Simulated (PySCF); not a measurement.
# Exercise with solution: oscillator strength and radiative lifetime

C2H7ClOSi2, SMILES C(=C/[SiH3])(/Cl)[SiH2]O.

Coordinates come from a r2SCAN-D4/def2-SVP optimisation. The structure was generated by enumeration; whether it is a known compound was not checked. The values are those of a single conformer.

PySCF 2.14.0 with TDA-PBE/def2-SVPD puts the first singlet state with f over 0.02 at 5.56 eV (vertical), with the transition dipole (0.963, -0.112, -0.605) in atomic units.

### Question
Find the oscillator strength, the wavelength and the radiative lifetime that this transition would have in vacuum if emission retraced absorption.

### Answer

|μ|² = 1.3059 au, so |μ| = 2.90 D. ΔE = 5.56/27.211 = 0.2043 hartree. f = (2/3) ΔE |μ|² = 0.178 (the program prints 0.178).
λ = 1239.84/5.56 = 223 nm; ν = 44844 cm⁻¹.
Einstein's coefficient A = 0.6670 ν² f s⁻¹ (ν in cm⁻¹) = 2.4e8 s⁻¹, so τ = 1/A = 4.2 ns. This state is S3; the lower singlets have f = 0.002, 0.005. The figure is the radiative limit of this one transition; relaxation, internal conversion, crossing to triplets and a medium change what is measured.
